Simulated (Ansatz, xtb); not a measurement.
# H3SbSi: which of two structures lies lower

We compare I, `[SiH][SbH2]`, a singlet, with II, a triplet given by its coordinates. Both are isolated molecules in the gas phase, relaxed with PBE0-D3(BJ)/def2-SVP; the shapes shown needn't be the lowest conformers.

I (Å):

| atom | x (Å) | y (Å) | z (Å) |
| --- | --- | --- | --- |
| Sb | -0.7026 | -0.9610 | 0.2777 |
| Si | -0.5793 | 1.3017 | -0.9785 |
| H | -1.0763 | 0.5923 | -2.2462 |
| H | 0.6072 | -0.6262 | 1.3273 |
| H | 0.2646 | -1.7858 | -0.8687 |

II (Å):

```json
{"atom": "Sb", "x (Å)": "-0.9093", "y (Å)": "-1.7121", "z (Å)": "-0.0323"}
{"atom": "Si", "x (Å)": "0.5575", "y (Å)": "0.3685", "z (Å)": "0.3465"}
{"atom": "H", "x (Å)": "0.2861", "y (Å)": "-2.4683", "z (Å)": "-1.0106"}
{"atom": "H", "x (Å)": "-0.1205", "y (Å)": "1.6120", "z (Å)": "-0.1559"}
{"atom": "H", "x (Å)": "0.8333", "y (Å)": "0.5840", "z (Å)": "1.8079"}
```

Close contacts (Å): Sb1–Si2 2.57, Sb1–H3 1.72, Si2–H4 1.50, Si2–H5 1.50.

**Question.** Which of the two would you expect CCSD(T)/def2-TZVPP electronic energies to favour?

**Answer.** Too close to call at this level: CCSD(T)/def2-TZVPP gives E(II) − E(I) = −0.86 kcal/mol.

The same difference at several levels:

```csv
level,geometry,E(II) − E(I) (kcal/mol),departure from the last row (kcal/mol),"job, with rough time for the two"
PBE0-D3(BJ)/def2-SVP,PBE0-D3(BJ)/def2-SVP,−5.38,−4.52,"optimisation, 3 min"
HF/def2-TZVPP,PBE0-D3(BJ)/def2-SVP,−18.91,−18.05,part of the CCSD(T) run
MP2/def2-TZVPP,PBE0-D3(BJ)/def2-SVP,−3.26,−2.41,part of the CCSD(T) run
CCSD(T)/def2-TZVPP,PBE0-D3(BJ)/def2-SVP,−0.86,,"single point, 4.8 min"
```

The largest departure from CCSD(T)/def2-TZVPP is that of HF/def2-TZVPP, 18.05 kcal/mol. At CCSD(T)/def2-TZVPP a singlet with the links of II lies below this triplet. Levels run at GFN2-xTB geometries aren't shown.

With harmonic frequencies from PBE0-D3(BJ)/def2-SVP (ideal gas, rigid rotor, one conformer each, 298.15 K, 1 atm): on the last row, ΔE + ΔZPE = −0.31, ΔH = −0.33, ΔG = −0.93 kcal/mol.

Open shells are spin-unrestricted. The correlated steps freeze 9 core orbitals; the filled d shell of Sb is correlated, in a basis made for valence electrons. Atoms past krypton carry core potentials in the def2 sets and no spin–orbit term is included. ΔG holds the spin degeneracy. Mirror images aren't counted in ΔG. Codes used: Ansatz 0.2.0; the last row on 1 thread of AMD EPYC (Zen 3) on a shared host.
